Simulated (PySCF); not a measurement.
Spinor energies of Br(4+) (bromine, charge +4)

Start: [Ar] 3d10 4s2 4p1; 4p3/2 filled at m_j = +3/2. Calculated with PySCF 2.14 in x2c-TZVPPall-2c: generalised Hartree-Fock with the X2C-1e Hamiltonian and a Gaussian nucleus; one run each with spin-orbit coupling (SO) screened by Boettger's factors, then bare. This is a chosen level, not necessarily the ground level.

```csv
spinor shell,electrons,"ε, screened SO (eV)","ε, bare SO (eV)",weight of nominal j (bare SO),"rms radius, bare SO (bohr)"
1s1/2,2,-13612.7,-13612.7,1.000,0.0492
2s1/2,2,-1880.5,-1880.5,1.000,0.205
2p1/2,2,-1692.4,-1694.4,1.000,0.180
2p3/2,4,-1644.3,-1643.3,1.000,0.184
3s1/2,2,-331.37,-331.38,1.000,0.587
3p1/2,2,-263.87,-264.19,0.999,0.600
3p3/2,4,-256.74,-256.60,1.000,0.610
3d3/2,4,-140.30,-140.57,0.990,0.641
3d5/2,6,-139.20,-139.02,0.993,0.646
4s1/2,2,-72.430,-72.432,1.000,1.63
4p3/2,1,-58.354,-58.340,1.000,1.83
```

| quantity | screened SO | bare SO |
| --- | --- | --- |
| E (hartree) | -2600.35887 | -2600.37611 |
| M_J | 3/2 | 3/2 |
| ⟨J²⟩ | 3.757 | 3.757 |
| ⟨L²⟩ | 2.008 | 2.008 |
| ⟨S²⟩ | 0.754 | 0.755 |

Each row is a mean over spinors that exchange with the open shell spreads, by up to 3.447 eV (4s1/2).
